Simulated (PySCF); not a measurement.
A PySCF script (with the pyscf-properties extension) for the NMR shieldings of `S(C)(=O)(=O)C1=CC1`, C$_{4}$H$_{6}$O$_{2}$S, on a GFN2-xTB geometry:

```python
import basis_set_exchange as bse
import numpy as np
from pyscf import gto, dft
from pyscf.prop import nmr

atoms = """
C    -1.854964    0.316183   -0.332592
S    -0.813018   -0.933215    0.462814
O    -1.003194   -0.874645    1.884434
O    -0.980081   -2.192328   -0.203495
C     0.809522   -0.323527    0.118276
C     2.087259   -0.487514   -0.056476
C     1.610631    0.937609   -0.076352
H    -2.889706    0.048165   -0.156931
H    -1.636576    0.310397   -1.392809
H    -1.630952    1.275565    0.115477
H     2.935973   -1.120668   -0.131993
H     1.545063    1.465785   -1.020734
H     1.815656    1.578679    0.772653
"""
names = dict.fromkeys(["C", "S", "O", "H"], "pcSseg-1")
basis = {el: gto.basis.parse(bse.get_basis(n, elements=[el], fmt="nwchem")) for el, n in names.items()}
mol = gto.M(atom=atoms, basis=basis, charge=0, verbose=0)
mf = dft.RKS(mol, xc="PBE0")
mf.grids.level = 2
mf.grids.alignment = dft.numint.BLKSIZE   # the property module wants whole blocks of grid points
mf.conv_tol = 1e-9
mf.kernel()

calc = nmr.RKS(mf)   # GIAO
C = mf.mo_coeff
Co = C[:, mf.mo_occ > 0]
resp = mf.gen_response(singlet=True, hermi=2)
def vind(x):   # induced exchange potential for any number of trial vectors
    d = np.einsum("pi,xij,qj->xpq", C, 2 * x.reshape(-1, C.shape[1], Co.shape[1]), Co, optimize=True)
    return np.einsum("xpq,pi,qj->xij", resp(d - d.transpose(0, 2, 1)), C, Co, optimize=True).ravel()
mo1, _ = nmr.rhf.solve_mo1(calc, with_cphf=vind)
sigma = calc.kernel(mo1)
for i, s in enumerate(sigma):   # ppm
    w = np.linalg.eigvalsh((s + s.T) / 2)
    print("%2d %-2s iso %8.1f  s11 %8.1f  s22 %8.1f  s33 %8.1f" % (i, mol.atom_pure_symbol(i), w.mean(), *w))
```

Task: Give the expected output.

Result: 
```
 0 C  iso    137.6  s11    109.8  s22    116.2  s33    186.7
 1 S  iso    217.7  s11     62.8  s22    194.5  s33    395.9
 2 O  iso     99.3  s11     42.2  s22     79.3  s33    176.4
 3 O  iso    106.9  s11     46.3  s22     86.9  s33    187.3
 4 C  iso     54.4  s11    -82.5  s22    111.3  s33    134.3
 5 C  iso     66.9  s11    -54.5  s22     80.2  s33    175.0
 6 C  iso    170.8  s11    133.7  s22    151.5  s33    227.1
 7 H  iso     28.7  s11     26.3  s22     26.6  s33     33.1
 8 H  iso     29.0  s11     26.5  s22     27.1  s33     33.4
 9 H  iso     28.7  s11     25.7  s22     27.2  s33     33.2
10 H  iso     24.3  s11     21.1  s22     24.4  s33     27.5
11 H  iso     30.1  s11     25.3  s22     27.3  s33     37.7
12 H  iso     30.1  s11     25.2  s22     26.9  s33     38.1
```

These numbers come from an equivalent density-fitted implementation of the same equations, which agrees with the script to about 0.01 ppm for H and up to a few tenths of a ppm for heavy atoms, so last digits may differ.

Task: Turn these shieldings into chemical shifts. Referencing at the same level of theory: 13C (σ = 186.93 ppm) and 1H (σ = 31.72 ppm) against TMS; CS2 for 33S (σ = 503.73 ppm); 17O (σ = 336.08 ppm) against H2O.

Result: Averaging equivalent atoms: C 4: 132.6; C 5: 120.0; C 0: 49.4; C 6: 16.2; S 1: 286; O 2/3: 233.0; H 10: 7.38; H 7/8/9: 2.92; H 11/12: 1.60 ppm. Experimental scales use liquid or dissolved standards, which lie at an offset from isolated H2O (liquid H2O: subtract about 36 ppm).

Size and cost of the density-fitted run: 156 basis functions, 17 s wall time on 1 thread of an Arm Neoverse V1, shared host.
